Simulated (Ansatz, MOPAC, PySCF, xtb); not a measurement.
Noncovalent pair: HCl (SMILES Cl) (first 2 atoms) with C2H2 (SMILES C#C); geometry from B3LYP-D3(BJ)/def2-TZVP, rigid monomers moved along the line of their centres of mass till H2···C4 is 4.27 Å.
(charge 0, multiplicity 1):
```xyz
6

Cl    -0.118     0.538    -0.467
H     -0.124     0.344     0.811
C     -0.558    -0.705     4.924
C      0.288     0.133     5.051
H     -1.309    -1.450     4.816
H      1.040     0.876     5.168
```

| level | interaction energy (kJ/mol) | minus CCSD(T)/CBS(aug-cc-pV(D+d)Z, aug-cc-pV(T+d)Z) | cost |
|---|---|---|---|
| GFN-FF | -0.9 | 1.4 | - |
| PM3 | -0.6 | 1.7 | - |
| PM6 | -0.8 | 1.5 | - |
| PM7 | -1.7 | 0.6 | - |
| GFN2-xTB | -1.4 | 0.9 | - |
| HF/6-31G* | -2.1 | 0.3 | - |
| HF/6-31G* (no counterpoise) | -2.3 | 0.0 | - |
| HF/aug-cc-pV(T+d)Z | -2.1 | 0.2 | - |
| r2SCAN-D4/def2-TZVPPD | -2.4 | -0.1 | ×2 |
| B3LYP/6-31G* (no counterpoise) | -2.0 | 0.3 | - |
| B3LYP-D3(BJ)/def2-TZVPPD | -2.3 | 0.0 | ×2 |
| B3LYP-D4/def2-TZVPPD | -2.2 | 0.1 | ×2 |
| PBE0-D3(BJ)/def2-TZVPPD | -2.6 | -0.3 | ×2 |
| wB97X-V/def2-TZVPPD | -2.4 | -0.1 | ×4 |
| wB97M-V/def2-TZVPPD | -2.4 | -0.1 | ×4 |
| MP2/6-31G* | -2.1 | 0.2 | - |
| MP2/aug-cc-pV(D+d)Z | -2.4 | -0.1 | - |
| MP2/CBS(aug-cc-pV(D+d)Z, aug-cc-pV(T+d)Z) | -2.4 | -0.1 | - |
| CCSD(T)/aug-cc-pV(T+d)Z | -2.3 | 0.0 | ×50* |
| CCSD(T)/CBS(aug-cc-pV(D+d)Z, aug-cc-pV(T+d)Z) | -2.3 | 0.0 | ×60* |

 The comparison column counts from a level with limits of its own.

The rows run from -2.6 (PBE0-D3(BJ)/def2-TZVPPD) to -0.6 kJ/mol (PM3).

Monomers are frozen at their geometry in the pair; levels with a basis set take the counterpoise correction. Rows marked so take none.

Frozen-core correlation. CBS: X⁻³ extrapolation of the correlation energy, Hartree–Fock from the larger set. Rows in 6-31G* carry no dispersion term and start afresh at each structure (6-31G* with six Cartesian d functions). MP2/6-31G* freezes PySCF's default core. The state that PM3, PM6, PM7 reach isn't checked; PM7 holds dispersion and hydrogen-bond terms.

Programs: Ansatz (Gaussian basis) for Hartree–Fock, density functionals and correlated methods; MOPAC for PM3, PM6, PM7 (differences of heats of formation); PySCF for 6-31G* rows, the dispersion terms; xtb for the GFN methods. 

Costs are rough ratios of core time to PBE/def2-TZVPPD (about 2.1 s over the structures, on one shared machine); a dash marks a level with no comparable run of its own. A star marks coupled-cluster runs past 200 virtual orbitals, where the program's memory plan changes under this machine's limit, so their costs aren't comparable with smaller runs.

Ansatz is a first-principles code.
